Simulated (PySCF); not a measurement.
# Electronic structure of B³⁺ (boron, charge +3) at the UHF level

Configuration: 1s2, closed-shell 1S. Calculation: PySCF 2.14, in aug-cc-pVQZ-DK (6s5p4d3f2g, 80 functions); scalar relativity by spin-free X2C-1e.

- Total energy: -21.992375 hartree
- One-electron energy: -24.8961 hartree
- Hartree (Coulomb) energy: 5.8075 hartree
- Exchange energy: -2.9038 hartree
- ⟨S²⟩: 0.0000
- ⟨L²⟩: 0.000
- Sum of ⟨r⟩: 0.6487 bohr
- Sum of ⟨r²⟩: 0.2836 bohr²
- Langevin diamagnetic susceptibility: -0.225 ×10⁻⁶ cm³/mol

```
shell  electrons  mean orbital energy (hartree)  rms radius, mean of both spins (bohr)
   1s          2                       -9.54430                                  0.377
```
